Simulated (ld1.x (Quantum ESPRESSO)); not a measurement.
## Configuration tests for chromium (Cr) (ultrasoft)

ld1.x (Quantum ESPRESSO) 7.5 input, shortened:

```
&input
   title='Cr', zed=24., rel=1, dft='PBESOL', iswitch=3,
   config='[Ar] 3d5 4s1 4p0'
 /
 &inputp
   pseudotype=3, tm=.true., lloc=-1, rcloc=1.60,
   nlcc=.false.
 /
6
4S  1  0   1.00   0.00  2.35  2.45  0.0
4S  1  0   0.00   0.10  2.35  2.45  0.0
4P  2  1   0.00   0.00  2.60  3.45  0.0
4P  2  1   0.00   0.85  2.60  3.45  0.0
3D  3  2   5.00   0.00  1.30  1.75  0.0
3D  3  2   0.00   0.25  1.30  1.75  0.0
 &test
   configts(1)='3d5 4s1 4p0'
 /
```

Energies are relative to the spin-unpolarised reference configuration 3d5 4s1 4p0; without spin polarisation the order of configurations can differ from experiment. Not all tests gave a result: test run stopped at test 7 of 7 (negative rho).

Task: Give the all-electron excitation energy and the error of the potential for: 3d5 4s0 4p0; 3d4 4s0 4p0; 3d3 4s0 4p0; 3d2 4s0 4p0; 3d6 4s0 4p0; 3d5.5 4s0.5 4p0.

Result:

```
valence configuration  charge  ΔE all-electron (eV)  error AE − PS (meV)
          3d5 4s0 4p0      +1                 6.873                 -7.3
          3d4 4s0 4p0      +2                22.887                  +50
          3d3 4s0 4p0      +3                53.592                 -163
          3d2 4s0 4p0      +4               101.910                -1002
          3d6 4s0 4p0       0                 1.727                  -34
      3d5.5 4s0.5 4p0       0                 0.723                  -11
```

Levels in the configuration 3d2 4s0 4p0:

```tsv
level	all-electron (eV)	pseudo (eV)
3d	-57.959	-59.145
```

ld1.x printed “convergence not achieved” for 1 of the counted tests; its residual had stalled under 1e-8, short of the target of 1e-14.

Note: ghost state, extra bound levels that the all-electron valence spectrum of the same l lacks: s at -27.4 eV. A true bound ghost makes a file unfit for plane-wave use.
